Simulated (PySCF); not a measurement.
PySCF job for Sn(Br)2 cation (Br₂Sn), SMILES [Br][Sn][Br] (connectivity only; charge and spin as stated), charge +1, multiplicity 2, PBE-D3(BJ)/def2-SVP. Geometry: PBE-D3(BJ)/def2-SVP. The spin state was assumed, not searched. The isomer is the one that the SMILES or the coordinates give; other isomers of the formula were not compared. The def2 effective core potentials stand for the cores of Sn; spin–orbit coupling is left out.

```python
import numpy as np
from pyscf import gto, scf, dft, df
from pyscf.hessian import thermo

mol = gto.M(
    atom='''
    Sn    0.00000000    0.00000000    0.74647764
    Br    0.00000000   -2.13877271   -0.53319831
    Br    0.00000000    2.13877271   -0.53319831
    ''',
    basis='def2-SVP',
    ecp={'Sn': 'def2-svp'},
    charge=1,
    spin=1,
    max_memory=1600,
    verbose=3,
)
mf = dft.UKS(mol, xc='pbe').density_fit(auxbasis='def2-universal-jkfit')
mf.disp = 'd3bj'
mf.grids.level = 3
mf.conv_tol = 1e-11
mf.max_cycle = 100
mf.kernel()
fine, coarse = mf.grids, dft.Grids(mol).set(level=1).build(with_non0tab=True)
for _ in range(3):  # follow internal instabilities
    mf.grids = coarse
    mo, _, stable, _ = mf.stability(return_status=True, nroots=4)
    mf.grids = fine
    if stable:
        break
    mf.kernel(mf.make_rdm1(mo, mf.mo_occ))

# analytic Hessian; the response equations are solved on a coarser grid
h, args, fine = mf.Hessian(), (mf.mo_energy, mf.mo_coeff, mf.mo_occ), mf.grids
h.max_memory = max(150, 2.5e-5 * df.make_auxmol(mol, mf.with_df.auxbasis).nao * mol.nelec[0] * (mol.nelec[0] + mol.nao))  # MB; small integral blocks
h1ao = h.make_h1(mf.mo_coeff, mf.mo_occ)
mf.grids = dft.Grids(mol).set(level=1).build(with_non0tab=True)
mo1, mo_e1 = h.solve_mo1(*args, h1ao)
mf.grids = fine
hess = h.hess_elec(*args, mo1, mo_e1, h1ao) + h.hess_nuc()
if mf.do_disp():
    hess += h.get_dispersion()
for i in range(mol.natm):  # the analytic DFT Hessian lacks the response of the grid: restore translational invariance
    hess[i, i] -= hess[i].sum(axis=0)
hess = (hess + hess.transpose(1, 0, 3, 2)) / 2
vib = thermo.harmonic_analysis(mol, hess, imaginary_freq=False)
thermo.dump_normal_mode(mol, vib)
th = thermo.thermo(mf, vib['freq_au'][vib['freq_au'] > 0], 298.15, 101325)
thermo.dump_thermo(mol, th)
g0 = mf.nuc_grad_method().set(verbose=0).kernel()

# dipole derivatives [dipole axis, atom, xyz] from the same response
r, irp = mol.intor('int1e_r'), mol.intor('int1e_irp').reshape(3, 3, mol.nao, mol.nao)
sl, dm0, ok = mol.aoslice_by_atom(), np.array(mf.make_rdm1()), []
dmu = np.einsum('a,xt->xat', mol.atom_charges(), np.eye(3))
for a, (_, _, p0, p1) in enumerate(sl):
    dmu[:, a] += 2 * np.einsum('xtij,ij->xt', irp[:, :, :, p0:p1], dm0.reshape(-1, mol.nao, mol.nao).sum(0)[:, p0:p1])
    for u, c, occ, f in zip(mo1, mf.mo_coeff, mf.mo_occ, (2, 2)):
        dmu[:, a] -= f * np.einsum('tui,xuv,vi->xt', u[a], r, c[:, occ > 0], optimize=True)
L = vib['norm_mode']
ir = 974.8801 * (np.einsum('xat,kat->kx', dmu, L) ** 2).sum(1)       # km/mol
apt = np.einsum('xax->a', dmu) / 3
print('mode   freq/cm-1   IR/(km/mol)')
for k, w in enumerate(vib['freq_wavenumber']):
    print(f'{k + 1:4d} {w:11.2f} {ir[k]:13.3f}')
print('max |gradient| / (hartree/bohr):', abs(g0).max())
print('APT charges:', apt.round(4))
```

It prints:

```

WARN: HOMO -0.617912392912952 >= LUMO -0.617912392912955


WARN: HOMO -0.0175781406287867 >= LUMO -0.0174103347485244

converged SCF energy = -5360.99308146803  <S^2> = 0.75229521  2S+1 = 2.0022939
<class 'pyscf.df.df_jk.DFUKS'> wavefunction is stable in the internal stability analysis

WARN: DFTD3 does not support analytical Hessian, using finite difference


WARN: Mole.unit (angstrom) is changed to Bohr

Mode                                 0                   1                   2
Irrep
Freq [cm^-1]                       55.9083            212.2569            252.7748
Reduced mass [au]                  88.9355             87.4238             95.4347
Force const [Dyne/A]                0.1638              2.3206              3.5927
Char temp [K]                      80.4395            305.3905            363.6866
Normal mode                   x     y     z       x     y     z       x     y     z
       0  Sn                -0.00  0.00  0.05   -0.00 -0.00  0.05    0.00  0.06  0.00
       1  Br                -0.00  0.05 -0.04   -0.00 -0.06 -0.03    0.00 -0.05 -0.03
       2  Br                -0.00 -0.05 -0.04   -0.00  0.06 -0.03    0.00 -0.05  0.03
temperature 298.1500 [K]
pressure 101325.00 [Pa]
Rotational constants [GHz] 4.53090 0.69134 0.59982
Symmetry number 2
Zero-point energy (ZPE) 0.00119 [Eh]   3115.913 [J/mol]
                           tot       elec      trans        rot        vib
Entropy [J/mol/K]       337.356      5.763    178.955    117.777     34.861
Cv [J/mol/K]             48.188      0.000     12.472     12.472     23.244
Cp [J/mol/K]             56.502      0.000     20.786     12.472     23.244
Internal energy [J/mol]                      3718.434   3718.434   7964.940
Internal energy [Eh]   -5360.98722  -5360.99308
Enthalpy [J/mol]                             6197.391   3718.434   7964.940
Enthalpy [Eh]          -5360.98627
Gibbs free energy [J/mol]                  -47158.038 -31396.851  -2428.842
Gibbs free energy [Eh] -5361.02458
mode   freq/cm-1   IR/(km/mol)
   1       55.91         0.958
   2      212.26         3.344
   3      252.77        11.783
max |gradient| / (hartree/bohr): 3.5582410442974176e-05
APT charges: [ 1.0073 -0.0036 -0.0036]
```

The calculation finished and met its thresholds.

Cost: about 2.4 core-minutes (a rough figure).
